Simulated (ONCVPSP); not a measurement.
**What one change does to a pseudopotential (Cr, ONCV)**

* Element: chromium (Cr)
* Generator: ONCVPSP 4.0.1
* Type: optimised norm-conserving Vanderbilt (ONCV)
* Functional: PBEsol
* Relativity: scalar-relativistic
* Frozen core: [Ar]
* Valence charge: 6
* Reference configuration: 3d5 4p1
* Partial waves: s scattering state at 0.27 Ha: rc 4.05 bohr, ncon 3, nbas 7, qcut 1.8 1/bohr, 2 projectors, debl 1.5 Ha; 4p: rc 3.80 bohr, ncon 4, nbas 7, qcut 2.3 1/bohr, 2 projectors, debl 3.5 Ha; 3d: rc 1.10 bohr, ncon 4, nbas 8, qcut 9.9 1/bohr, 2 projectors, debl 3.1 Ha; f scattering state at 0.09 Ha: rc 3.90 bohr, ncon 4, nbas 9, qcut 2.8 1/bohr, 2 projectors, debl 2 Ha
* Local potential: polynomial inside 1.10 bohr (lpopt 3, dvloc0 3 Ha)
* Core correction: Teter function, fcfact 4.75, rcfact 1.8

In the s channel the program set the typed energies aside and used -0.182, 1.318 Ha.

All-electron outer shells of the reference configuration (PBEsol, scalar-relativistic, ld1.x):

```tsv
shell	level (eV)	outermost node (bohr)	outermost maximum (bohr)
3p	-46.75	0.33	0.80
3d	-4.28	–	0.84
4p	-1.73	1.24	3.80
```

Change: all radii but the core radius scaled by about 1.16 (s 4.70, p 4.42, d 1.28, f 4.52 bohr); local potential polynomial inside 1.28 bohr (lpopt 3, dvloc0 3 Ha).

Cutoffs: the cutoffs (Ha) at which the residual kinetic energy of the hardest occupied pseudo-wave falls to 1 and 0.1 mHa per electron; they do not see the model core or the augmentation charge, which bear on the density cutoff. Errors are all-electron minus pseudo energies relative to the spin-unpolarised reference configuration.

Question: Predict the effect on cutoff, ghosts and configuration errors.

Answer: The potential gets softer (94 Ha and 191 Ha → 45 Ha and 86 Ha); a bound ghost appears in s, which as a rule spoils a file; of the 4 tests that both files solve, the error grows in 2 and shrinks in 0 by more than 15 % and 0.3 meV (median size 79.7 → 106.9 meV). A larger radius leaves more room for a smooth pseudo-wave, so fewer plane waves are needed.

```csv
quantity,base,changed
"cutoff, loose",94 Ha,45 Ha
"cutoff, tight",191 Ha,86 Ha
loose cutoff by channel,"p 0.8 Ha, d 94 Ha","p 0.8 Ha, d 45 Ha"
bound ghosts,none,s
GHOST(+) flags under 300 eV,"s at 22.9 eV, p at 98.6 eV, f at 264.7 eV","s at 36.5 eV, f at 197.3 eV"
"error for 3d5 4s1 4p0, meV [ΔE -3.14 eV]",-53,-62
"error for 3d5 4p0, meV [ΔE 3.73 eV]",-84,-85
"error for 3d4 4p0, meV [ΔE 19.74 eV]",-424,-435
"error for 3d4 4s2 4p0, meV [ΔE -3.24 eV]",+75,+129
"rms error of d²Exc/dni dnj with the model core, mHa",4.73,4.66
```

 A true bound ghost makes a file unfit for plane-wave use even where its test errors are small: the radial tests pick states by their node count and pass the ghost by.
